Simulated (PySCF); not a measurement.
PySCF input for C3H4O2Si, SMILES C([SiH2]C(=O)O)#C, SMD-ωB97X/6-31G*. Geometry optimised at PBE0-D3(BJ)/def2-SVP. This is a generated structure with no PubChem entry under its InChIKey; it may be hypothetical. One conformer was computed; it need not be the lowest.

```python
import numpy as np
from pyscf import gto, scf, dft
from pyscf.solvent import smd

mol = gto.M(
    atom='''
    C    -0.64594988   -2.88285478    0.00000000
    C    -0.00016351   -1.85181757    0.00000000
    Si    0.96489019   -0.29984664   -0.00000000
    C    -0.15701414    1.26593442    0.00000000
    O     0.32598489    2.36891936    0.00000000
    O    -1.47416533    1.04450952   -0.00000000
    H    -1.21992705   -3.79288122    0.00000001
    H     1.81073215   -0.21093848    1.22113284
    H     1.81073215   -0.21093848   -1.22113284
    H    -1.90579128    1.91760769   -0.00000000
    ''',
    basis='6-31G*',
    charge=0,
    spin=0,
    max_memory=1600,
    verbose=3,
)
mf = dft.RKS(mol, xc='wb97x').density_fit(auxbasis='def2-universal-jkfit')
mf.grids.level = 3
mf.conv_tol = 1e-9
mf.max_cycle = 100
mf.kernel()
res = {}
for name in ['water', 'acetone', 'cyclohexanone']:
    s = mf.SMD()
    s.with_solvent.solvent, s.with_solvent.sasa_ng = name, 302
    s.kernel(mf.make_rdm1())
    res[name] = (s.e_tot, s.with_solvent.get_cds(), s.dip_moment(), s.mo_energy, s.converged)
    print(f'SMD {name}: dG(solv) = {(s.e_tot - mf.e_tot) * 627.509474:.3f} kcal/mol, of which CDS {res[name][1] * 627.509474:.3f}')
```

It prints:

```
converged SCF energy = -556.503239185776
converged SCF energy = -556.509411721422
Dipole moment(X, Y, Z, Debye): -1.95180, -1.97835,  0.00000
SMD water: dG(solv) = -3.873 kcal/mol, of which CDS 7.190
converged SCF energy = -556.512074384271
Dipole moment(X, Y, Z, Debye): -1.73264, -1.78578,  0.00000
SMD acetone: dG(solv) = -5.544 kcal/mol, of which CDS 0.727
converged SCF energy = -556.510660128718
Dipole moment(X, Y, Z, Debye): -1.70173, -1.78267,  0.00000
SMD cyclohexanone: dG(solv) = -4.657 kcal/mol, of which CDS 1.018
```

The calculation finished and met its thresholds.

Cost: about 80 core-seconds (a rough figure).
